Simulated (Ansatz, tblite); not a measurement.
Forces on Y4⁻ at its r2SCAN-D4/def2-SVPD geometry. Charge -1, multiplicity 2.

In the def2 sets Y takes a core potential; there is no spin–orbit coupling. The xTB rows come from tblite. At r2SCAN-D4/def2-TZVPD the charge -1 doublet is spin-contaminated (final ⟨S²⟩ up to 2.98, 0.75 for a pure state). At r2SCAN-D4/def2-TZVPD the highest occupied level of the charge -1 doublet lies above zero (up to 0.13 eV). It is a level of α spin, whose loss leaves a singlet; that state wasn't run at this geometry and level. The electron is either unbound and held by the finite basis, or the level is raised by self-interaction error. The geometry of the doublet was relaxed on an unsound state (⟨S²⟩ 3.40, where a pure state has 0.75). At r2SCAN-D4/def2-TZVPD a quartet of charge -1 lies 0.06 eV below the doublet, each at its own geometry. That quartet is doubtful there (⟨S²⟩ 5.46, where a pure state has 3.75). The structure comes from a short search, and lower isomers may exist.

GFN2-xTB (tblite), largest force 2.85 eV/Å:

```xyz
4
positions Å, forces eV/Å
Y     0.719   -1.423   -0.072    1.288   -2.513    0.093
Y    -0.763    1.396    0.038   -1.339    2.496    0.319
Y     0.512    0.156    2.794    0.258    0.084    1.157
Y    -0.468   -0.129   -2.761   -0.208   -0.067   -1.569
```

r2SCAN-D4/def2-TZVPD (Ansatz), largest force 0.34 eV/Å:

```
Y -0.137 0.186 -0.205
Y 0.172 -0.250 0.157
Y -0.067 0.129 0.031
Y 0.032 -0.064 0.018
```
